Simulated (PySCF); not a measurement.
A PySCF script (with the pyscf-properties extension) for the NMR shieldings of `[BH3-][O+](CF)C/C=C/F`, C4H9BF2O, on a GFN2-xTB geometry:

```python
import basis_set_exchange as bse
import numpy as np
from pyscf import gto, dft
from pyscf.prop import nmr

atoms = """
B    -1.967889   -0.602093    0.711571
O    -0.534662    0.112813    0.160268
C    -0.854519    1.082614   -0.778246
F     0.248821    1.818001   -1.096244
C     0.406542   -0.860372   -0.306328
C     1.830117   -0.428882   -0.135345
C     2.223710    0.517505    0.695929
F     3.516111    0.836100    0.824070
H    -1.591885   -1.338858    1.554245
H    -2.600730    0.310916    1.114847
H    -2.435135   -1.134831   -0.242027
H    -1.588633    1.758830   -0.330074
H    -1.231484    0.651720   -1.719812
H     0.205937   -1.101886   -1.358258
H     0.219911   -1.759816    0.288415
H     2.557822   -0.967167   -0.723848
H     1.588967    1.117435    1.330927
"""
names = dict.fromkeys(["B", "O", "C", "F", "H"], "pcSseg-1")
basis = {el: gto.basis.parse(bse.get_basis(n, elements=[el], fmt="nwchem")) for el, n in names.items()}
mol = gto.M(atom=atoms, basis=basis, charge=0, verbose=0)
mf = dft.RKS(mol, xc="PBE0")
mf.grids.level = 2
mf.grids.alignment = dft.numint.BLKSIZE   # the property module wants whole blocks of grid points
mf.conv_tol = 1e-9
mf.kernel()

calc = nmr.RKS(mf)   # GIAO
C = mf.mo_coeff
Co = C[:, mf.mo_occ > 0]
resp = mf.gen_response(singlet=True, hermi=2)
def vind(x):   # induced exchange potential for any number of trial vectors
    d = np.einsum("pi,xij,qj->xpq", C, 2 * x.reshape(-1, C.shape[1], Co.shape[1]), Co, optimize=True)
    return np.einsum("xpq,pi,qj->xij", resp(d - d.transpose(0, 2, 1)), C, Co, optimize=True).ravel()
mo1, _ = nmr.rhf.solve_mo1(calc, with_cphf=vind)
sigma = calc.kernel(mo1)
for i, s in enumerate(sigma):   # ppm
    print("%2d %-2s %9.2f" % (i, mol.atom_pure_symbol(i), np.trace(s) / 3))
```

Problem. What are the results?

Solution. 
```
 0 B      97.92
 1 O     269.37
 2 C      75.13
 3 F     333.12
 4 C     108.57
 5 C      74.56
 6 C      22.81
 7 F     291.11
 8 H      28.36
 9 H      28.55
10 H      28.57
11 H      25.75
12 H      26.46
13 H      27.62
14 H      26.26
15 H      26.23
16 H      24.56
```

These numbers come from an equivalent density-fitted implementation of the same equations, which agrees with the script to about 0.01 ppm for H and up to a few tenths of a ppm for heavy atoms, so last digits may differ.

Size and cost of the density-fitted run: 181 basis functions, 24 s wall time on 1 thread of an Arm Neoverse V1, shared host; peak memory 0.98 GiB.
